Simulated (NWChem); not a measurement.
C2H6FNSi; SMILES C(=N/CF)/[SiH3]

```xyz
11

F      1.2207     0.9555     0.0000
C      0.0604     1.7133     0.0000
N     -1.1350     0.9751     0.0000
C     -1.1608    -0.2958     0.0000
Si     0.2693    -1.5746     0.0000
H      0.0801     2.3565    -0.8970
H      0.0801     2.3565     0.8970
H     -2.1760    -0.7324     0.0000
H      1.1073    -1.4787     1.2291
H     -0.4076    -2.9094     0.0000
H      1.1073    -1.4787    -1.2291
```
Atoms are numbered in this order, from 1.

Results from NWChem. Pople sets run with spherical d functions. Geometry: optimised at PBE0/def2-SVP.

For level Hartree-Fock/6-31G*:

```
Property                      Value
---------------------------  ------
highest occupied level (eV)  -10.87
orbital gap (eV)              13.81
```

How do the values read with level LC-wPBE (HJS exchange hole, range parameter 0.4 per bohr)/6-31G* instead?


* **highest occupied level (eV)**: -10.01
* **orbital gap (eV)**: 11.45
